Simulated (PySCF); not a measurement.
# HfN: from constants to spectrum

ROHF-CCSD(T) constants of HfN, ²Σ⁺ (doublet), unpaired electrons σ ↑ (PySCF, scalar-relativistic core potentials, basis sets Hf def2-TZVPPD with ECP60, N def2-TZVPPD; masses 179.9465 and 14.0031 u):

```
ωe                     : 889.6 cm⁻¹
ωexe                   : 3.42 cm⁻¹
Be                     : 0.42297 cm⁻¹
αe                     : 0.00258 cm⁻¹
De to Hf (5d2 6s2) + N : 5.31 eV
```

What force constant and bond length do these constants imply?

Reduced mass μred = 12.992 u; k = 5.8918×10⁻⁷·μred·ωe² (u, cm⁻¹, mdyn/Å) = 6.06 mdyn/Å; Re = √(16.8576/(μred·Be)) (u, cm⁻¹, Å) = 1.751 Å.

Estimate the centrifugal constant D from the Kratzer relation and find the Dunham coefficient a1.

D = 4Be³/ωe² = 3.82e-07 cm⁻¹; a1 = −1 − αeωe/(6Be²) = -3.14.

Correlated steps freeze 1 core orbital. Spin–orbit coupling is left out, which matters for elements this heavy, above all for dissociation energies. The CCSD T1 diagnostic is raised, a sign that a single reference may not be enough here. With d or f electrons several states lie close, and the lowest PBE0 determinant need not be the measured ground state.
